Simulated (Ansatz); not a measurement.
Geometry optimisation, RKS PBE-D4/def2-SVP (Ansatz).

input.yaml

```yaml
crystal:
  periodic: [false, false, false]
  atoms:
    - { symbol: Ga, position_ang: [-0.017136, -0.1915, -0.209736] }
    - { symbol: Cl, position_ang: [-0.017658, -0.782173, 1.939009] }
    - { symbol: "N", position_ang: [1.623477, -0.205782, -1.024171] }
    - { symbol: H, position_ang: [2.415528, -0.116511, -0.376664] }
    - { symbol: H, position_ang: [1.751075, 0.4603, -1.797909] }
    - { symbol: "N", position_ang: [-1.665989, -0.202078, -0.986845] }
    - { symbol: H, position_ang: [-2.469472, -0.059022, -0.369556] }
    - { symbol: H, position_ang: [-1.806848, 0.296483, -1.86805] }
    - { symbol: Br, position_ang: [0.227607, 3.070226, 1.337847] }
    - { symbol: H, position_ang: [0.150516, 1.771256, 2.102876] }
basis:
  gaussian: { orbitals: def2-SVP }
hamiltonian:
  xc: pbe
  dispersion: d4
relax:
  f_tol: 0.03
  max_steps: 50
```

Command:

```bash
$ ansatz run input.yaml --threads 4 --pin off --max-ram 5120MiB --backend cpu --events-out ev --progress --plain --runs-dir out
```

Problem. Where does it end, and by what steps?

Solution. The run converged. The force dipped under the threshold on the way, but the program's further checks kept it going. After 5 steps the energy has fallen by 0.087 eV; Br9 moved furthest, 0.25 Å.

```tsv
step	energy less start (eV)	largest force component (eV/Å)	accepted
0	0.0000	1.096	yes
1	-0.0826	0.124	yes
2	-0.0850	0.079	yes
3	-0.0861	0.045	yes
4	-0.0870	0.027	yes
5	-0.0873	0.026	yes
```

```xyz
10
Properties=species:S:1:pos:R:3
Ga 0.009 -0.094 -0.182
Cl 0.016 -0.619 1.973
N 1.644 -0.203 -0.995
H 2.446 -0.038 -0.379
H 1.769 0.337 -1.857
N -1.647 -0.149 -0.949
H -2.440 0.011 -0.321
H -1.793 0.364 -1.823
Br 0.111 2.859 1.285
H 0.075 1.573 1.995
```

Whether the end is a true minimum wasn't checked by a vibrational analysis.

Time of the run: 11 s on 4 threads of Intel(R) Xeon(R) Platinum 8259CL CPU @ 2.50GHz (Skylake/Cascade Lake) (shared host), peak memory 0.24 GiB.
